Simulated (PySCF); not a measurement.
These 10 structures share the formula C6H14O. Method: PBE0-D3(BJ)/def2-SVP geometry optimisation, gas phase in PySCF 2.14.0. Energies are electronic, without zero-point or thermal terms, for one conformer each. No frequencies were run at this level. Point groups hold within 0.08 Å.

Question: Order them by energy at this level, lowest first, and give relative energies in kcal/mol.
A. `[CH3:1][CH2:2][O:3][CH2:4][CH:5]([CH3:6])[CH3:7]` with C1–C2–O3–C4 -74°, C2–O3–C4–C5 -174°, O3–C4–C5–C6 -59° (i-BuOEt)
B. `[CH3:1][CH2:2][CH2:3][O:4][CH:5]([CH3:6])[CH3:7]` with C1–C2–C3–O4 179°, C2–C3–O4–C5 172°, C3–O4–C5–C6 73° (n-PrOi-Pr)
C. `[CH3:1][CH:2]([CH3:3])[O:4][CH:5]([CH3:6])[CH3:7]` with C1–C2–O4–C5 -84°, C2–O4–C5–C6 153°
D. `[CH3:1][CH2:2][CH2:3][CH2:4][CH2:5][O:6][CH3:7]` with C1–C2–C3–C4 180°, C2–C3–C4–C5 180°, C3–C4–C5–O6 179°, C4–C5–O6–C7 180° (n-PeOMe)
E. `[CH3:1][O:2][CH2:3][CH2:4][CH:5]([CH3:6])[CH3:7]` with C1–O2–C3–C4 179°, O2–C3–C4–C5 -57°, C3–C4–C5–C6 -60°
F. `[CH3:1][CH2:2][CH2:3][O:4][CH2:5][CH2:6][CH3:7]` with C1–C2–C3–O4 180°, C2–C3–O4–C5 -174°, C3–O4–C5–C6 -77°, O4–C5–C6–C7 -175°
G. `[CH3:1][CH2:2][CH2:3][CH2:4][O:5][CH2:6][CH3:7]` with C1–C2–C3–C4 -178°, C2–C3–C4–O5 62°, C3–C4–O5–C6 -177°, C4–O5–C6–C7 180°
H. `[CH3:1][O:2][CH2:3][C:4]([CH3:5])([CH3:6])[CH3:7]` with C1–O2–C3–C4 179°
I. `[CH3:1][CH2:2][O:3][C@H:4]([CH3:5])[CH2:6][CH3:7]` with C1–C2–O3–C4 -176°, C2–O3–C4–C5 -79°, O3–C4–C6–C7 -60°
J. `[CH3:1][CH2:2][CH2:3][CH2:4][CH2:5][CH2:6][OH:7]` with C1–C2–C3–C4 180°, C2–C3–C4–C5 180°, C3–C4–C5–C6 180°, C4–C5–C6–O7 -177°, C5–C6–O7–H -59°

Answer: C (0.0), J (0.5), I (1.8), B (2.6), A (4.2), G (4.2), H (4.6), F (6.0), E (6.6), D (8.0).

Neighbours under 2.5 kcal/mol apart (CC(C)OC(C)C and CCCCCCO; CCCCCCO and CCO[C@H](C)CC; CCO[C@H](C)CC and CCCOC(C)C; CCCOC(C)C and CCOCC(C)C; others) can change places with a better method, another conformer or zero-point energy.

| SMILES | E (Eh) | E rel (kcal/mol) | dipole (D) | point group | A, B, C (MHz) |
| --- | --- | --- | --- | --- | --- |
| CC(C)OC(C)C | -311.70682 | 0.0 | 1.14 | C2 | 4097, 1568, 1386 |
| CCCCCCO | -311.70601 | 0.5 | 1.66 | – | 12894, 722.8, 703.4 |
| CCO[C@H](C)CC | -311.70387 | 1.8 | 1.06 | C1 | 3465, 1656, 1213 |
| CCCOC(C)C | -311.70267 | 2.6 | 1.02 | C1 | 6337, 1108, 1000 |
| CCOCC(C)C | -311.70013 | 4.2 | 1.09 | C1 | 5288, 1224, 1150 |
| CCCCOCC | -311.70011 | 4.2 | 1.01 | C1 | 6139, 1019, 924.3 |
| COCC(C)(C)C | -311.69950 | 4.6 | 1.07 | Cs | 4225, 1546, 1534 |
| CCCOCCC | -311.69721 | 6.0 | 1.11 | C1 | 8429, 899.3, 858.3 |
| COCCC(C)C | -311.69623 | 6.6 | 1.06 | C1 | 5105, 1271, 1192 |
| CCCCCOC | -311.69406 | 8.0 | 1.05 | Cs | 13666, 761.2, 741.1 |

How do the relative energies change in single points at PBE0/pcSseg-1 (no added dispersion term) on the same geometries?

```tsv
SMILES	PBE0-D3(BJ)/def2-SVP (kcal/mol)	PBE0/pcSseg-1 (kcal/mol)	shift
CC(C)OC(C)C	0.0	0.0	0.0
CCCCCCO	0.5	0.4	-0.1
CCO[C@H](C)CC	1.8	2.1	+0.3
CCCOC(C)C	2.6	2.5	-0.1
CCOCC(C)C	4.2	4.5	+0.3
CCCCOCC	4.2	4.2	0.0
COCC(C)(C)C	4.6	5.1	+0.5
CCCOCCC	6.0	6.0	0.0
COCCC(C)C	6.6	7.1	+0.5
CCCCCOC	8.0	7.9	-0.1
```

Each column counts from its own lowest isomer. The lowest isomer stays, but the order above it changes; the largest shift is 0.5 kcal/mol.

As an exercise, what shares would exp(−E/RT) give at 298.15 K from these electronic energies alone (no entropy, no degeneracies)?

RT = 0.592 kcal/mol: CC(C)OC(C)C 67.3 %, CCCCCCO 28.8 %, CCO[C@H](C)CC 3.0 %, CCCOC(C)C 0.8 %, CCOCC(C)C 0.1 %, CCCCOCC 0.1 %, COCC(C)(C)C under 0.1 %, CCCOCCC under 0.1 %, COCCC(C)C under 0.1 %, CCCCCOC under 0.1 %.
